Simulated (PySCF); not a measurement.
## Excitation energy of Ar⁺ by level of theory

Ar⁺ [Ne] 3s2 3p5 (2P) → Ar⁺ [Ne] 3s2 3p4 4s1 (4P), as a difference of total energies. All numbers are calculated (PySCF 2.14, the non-relativistic Hamiltonian (point nucleus), in aug-cc-pwCVTZ (8s7p5d3f, 75 functions)). Correlated levels: valence: [Ne] frozen; valence and next inner shell: 1s2 frozen; nothing frozen. The calculations carry no spin-orbit coupling.

**Question.** Order these methods by the excitation energy they give, lowest first.
A. MP2 (valence)
B. r2SCAN
C. SCS-MP2 (all electrons)
D. M06-L

**Answer.** A (133510 cm⁻¹), C (134710 cm⁻¹), B (136780 cm⁻¹), D (140660 cm⁻¹).

Errors of the correlated levels include the incompleteness of this basis and the frozen core.

The promoted electron is Rydberg-like, and one or two diffuse shells describe it only roughly, which tends to raise the upper state.

For comparison: 134270 cm⁻¹ (measured; NIST levels, between the centres of gravity of the two terms).
